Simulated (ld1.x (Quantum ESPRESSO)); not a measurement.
**Before and after: ultrasoft potential for Ga (Z = 31)**

ld1.x (Quantum ESPRESSO) 7.5 input, shortened:

```
&input
   title='Ga', zed=31., rel=1, dft='PBE', iswitch=3,
   config='[Ar] 3d10 4s1 4p0 4d-2'
 /
 &inputp
   pseudotype=3, tm=.true., lloc=2,
   nlcc=.false.,
   which_augfun='PSQ', rmatch_augfun_nc=.true.
 /
5
4S  1  0   1.00   0.00  1.90  2.00  0.0
4S  1  0   0.00   0.15  1.90  2.00  0.0
4P  2  1   0.00   0.00  1.95  2.50  0.0
4P  2  1   0.00   0.75  1.95  2.50  0.0
4D  3  2  -2.00   0.40  2.35  2.35  0.0
 &test
   configts(1)='4s1 4p0'
 /
```

All-electron outer shells of the reference configuration (PBE, scalar-relativistic, ld1.x):

| shell | level (eV) | outermost node (bohr) | outermost maximum (bohr) |
| --- | --- | --- | --- |
| 4s | -26.07 | 0.80 | 1.78 |
| 4p | -17.74 | 0.86 | 2.12 |

Change: type TM; waves now 4s (bound): rc 2.00 bohr; 4p (bound): rc 2.50 bohr; 4d channel at 0.4 Ry: rc 2.35 bohr; local potential all-electron potential smoothed inside 1.85 bohr (lloc = -1).

Cutoffs: the cutoffs (Ry, on a coarse ladder) from which the occupation-weighted sum of valence levels, in a spherical-Bessel basis at the reference potential, stays within 10 and 1 mRy of its value at 400 Ry; they do not see the model core or the augmentation charge, which bear on the density cutoff. Errors are all-electron minus pseudo energies relative to the spin-unpolarised reference configuration.

**Question.** Predict the effect on cutoff, ghosts and configuration errors.

**Answer.** The potential gets harder (6 Ry and 8 Ry → 12 Ry and 35 Ry); the errors of the 7 common tests hardly move; the range in which the s phases agree narrows (upper end at the end of the scan → 0.3); the range in which the p phases agree narrows (upper end 2.7 → 1.2); neither file shows a bound ghost. Several settings change at once here, so the effects cannot be laid on one of them.

| quantity | base | changed |
| --- | --- | --- |
| cutoff, loose | 6 Ry | 12 Ry |
| cutoff, tight | 8 Ry | 35 Ry |
| bound ghosts | none | none |
| error for 4s2 4p1, meV [ΔE -26.82 eV] | +268 | +285 |
| error for 4s2 4p0, meV [ΔE -21.13 eV] | +139 | +148 |
| error for 4s2 4p0.5, meV [ΔE -24.79 eV] | +209 | +222 |
| error for 4s0 4p3, meV [ΔE -13.44 eV] | +319 | +325 |
| error for 4s1 4p2, meV [ΔE -20.28 eV] | +264 | +275 |
| error for 4s1 4p1, meV [ΔE -13.76 eV] | +122 | +126 |
| error for 4s2 4p1.3, meV [ΔE -27.35 eV] | +292 | +312 |
| s: phases at 2.71 bohr within 0.05 rad from the reference energy up to (Ry; the scan ends near 5) | to the end of the scan | 0.3 |
| p: phases at 2.71 bohr within 0.05 rad from the reference energy up to (Ry; the scan ends near 5) | 2.7 | 1.2 |
| d: phases at 2.71 bohr within 0.05 rad from the reference energy up to (Ry; the scan ends near 5) | 3.0 | 2.6 |
